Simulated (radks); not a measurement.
Exchange energies: the exact (Fock) value of the Kohn-Sham orbitals and density-functional approximations, as 100 (|E| - |E exact|)/|E exact|, negative where the magnitude is too small. Species: Tc [Kr] 4d5 5s2; B+ [He] 2s2; La28+ [Ar] 3d10 4s1; Re2+ [Xe] 4f14 5d5; K [Ar] 4s1. Calculated with a radial shooting solver on a logarithmic mesh with Libxc functionals: non-relativistic Kohn-Sham, LDA (Slater exchange, Perdew-Wang correlation), spin-polarised, spherical densities, point nucleus. Every spin shell is full or empty, so the densities are truly spherical. Functionals are evaluated on that one density, not self-consistently.

functional	Tc	B+	La28+	Re2+	K
exact (hartree)	-124.211	-3.45925	-163.556	-309.587	-32.5944
LDA	-5.13	-12.94	-5.38	-3.83	-7.46
B88	+0.07	-0.15	-0.11	+0.16	+0.01
PBE	-0.39	-0.95	-0.60	-0.25	-0.51
PBEsol	-2.35	-5.30	-2.54	-1.75	-3.30
PW91	+0.04	-0.62	-0.18	+0.14	-0.08
OPTX	+1.09	0.00	+1.09	+1.92	+0.12
WC	-0.88	-3.03	-1.11	-0.55	-1.45
AM05	-4.75	-10.19	-4.90	-3.61	-6.61
SOGGA	-2.37	-5.45	-2.57	-1.76	-3.34
B86b	+0.06	-0.08	-0.15	+0.10	+0.09
EV93	-0.15	+4.72	-0.17	-0.40	+0.91
TPSS	-0.19	+0.50	-0.40	-0.32	+0.18
revTPSS	-0.85	+0.30	-1.05	-0.82	-0.53
MS2	-0.50	+0.59	-0.71	-0.58	+0.02
TASK	-2.33	-2.51	-2.15	-1.81	-2.98
